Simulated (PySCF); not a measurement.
**Al⁺ (aluminium, charge +1): B3LYP calculation**

Configuration: [Ne] 3s2, closed-shell 1S. All numbers are calculated (PySCF 2.14, scalar relativity by spin-free X2C-1e, in jorge-DZP-DKH (7s4p1d, 24 functions)).

| Quantity | Value |
| --- | --- |
| Total energy | -242.6030 hartree |
| One-electron energy | -333.3875 hartree |
| Hartree (Coulomb) energy | 109.2016 hartree |
| Exchange-correlation energy | -18.4172 hartree |
| ⟨S²⟩ | 0.0000 |
| ⟨L²⟩ | 0.000 |
| Sum of ⟨r⟩ | 9.862 bohr |
| Sum of ⟨r²⟩ | 16.78 bohr² |
| Langevin diamagnetic susceptibility | -13.3 ×10⁻⁶ cm³/mol |
| Time after the integrals | 0.14 s of wall time on 1 thread of AMD EPYC 7R43 64-Core Processor (shared host) |

| shell | electrons | mean orbital energy (hartree) | rms radius, mean of both spins (bohr) |
| --- | --- | --- | --- |
| 1s | 2 | -56.51250 | 0.139 |
| 2s | 2 | -4.48111 | 0.682 |
| 2p | 6 | -3.01560 | 0.678 |
| 3s | 2 | -0.57459 | 2.55 |

Densities and radii are taken from the X2C orbitals without a picture-change correction, which distorts them close to the nucleus.
